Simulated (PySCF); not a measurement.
# MF anions for M along group 14

CCSD(T) with double-zeta basis sets in PySCF, for the lowest determinant that a PBE0 search found; no spin–orbit coupling. De refers to high-spin ground-configuration atoms (the charge goes to the atom of lower measured ionisation energy or higher electron affinity, which is not always the lowest computed limit).

```csv
M,basis,"reference, frozen orbitals",charged atom,state (unpaired electrons),Re (Å),ωe (cm⁻¹),De (eV)
C,aug-cc-pVDZ,"UHF, 2",F−,triplet (π ↑↑),1.492,717,2.41
Si,def2-SVPD,"UHF, 6",F−,triplet (π ↑↑),1.794,580,2.80
Sn,def2-SVPD,"UHF, 5",F−,triplet (π ↑↑),2.103,427,2.52
Pb,def2-SVPD,"UHF, 5",F−,triplet (π ↑↑),2.219,381,2.24
```

The shortest bond is that of CF⁻ (1.492 Å), the longest that of PbF⁻ (2.219 Å).

The rows differ in basis set, which adds steps of its own.

Down a group the atoms grow and get heavier, so bonds lengthen and wavenumbers fall; this series shows no clear exception.

Correlated steps freeze the inner cores (2 to 6 orbitals); shallow outer-core shells are correlated. Correlated levels converge slowly with the basis: in double zeta they bind strong bonds too weakly, by up to about 1 eV, and carry superposition errors of some tenths. These are scalar-relativistic numbers at best; spin–orbit coupling would shift them, the dissociation energy most. For an ion De counts to the pair picked by the measured ionisation energies or electron affinities, which need not be the lowest pair at this level. States were picked by a PBE0 search and need not be the measured ground states.
